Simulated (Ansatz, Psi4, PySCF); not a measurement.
zinc atom (Zn), singlet. Base run: R2SCAN/aug-cc-pVDZ in PySCF.

Geometry (Å):
```xyz
1

Zn     0.0000     0.0000     0.0000
```
All else is at PySCF's defaults.

The same geometry, method and basis name were run in Ansatz (a quantum-chemistry and plane-wave program) and Psi4 and PySCF, at each program's defaults and at the settings that a row names. The base is PySCF at its defaults. Differences at the defaults can come from grids, fitting, cores and function types together.

```
code and settings                                                                             ΔE vs base (mEh)  basis functions       E (Eh)  SCF cycles
--------------------------------------------------------------------------------------------  ----------------  ---------------  -----------  ----------
PySCF, defaults (exact integrals, its default grid, spherical functions)                                 0.000               59  -1779.41273           6
Psi4, defaults (density fitting with its default set, its default grid, spherical functions)             0.257               59  -1779.41248          10
Ansatz, defaults (factorised integrals, its default grid, spherical functions)                          -0.030               59  -1779.41276           -
PySCF, density fitting with def2-universal-jkfit                                                        -0.034               59  -1779.41277           6
PySCF, fine grid                                                                                        -0.031               59  -1779.41277           6
Psi4, exact integrals, spherical functions, fine grid                                                   -0.152               59  -1779.41289          12
Ansatz, high accuracy                                                                                   -0.030               59  -1779.41276           -
```
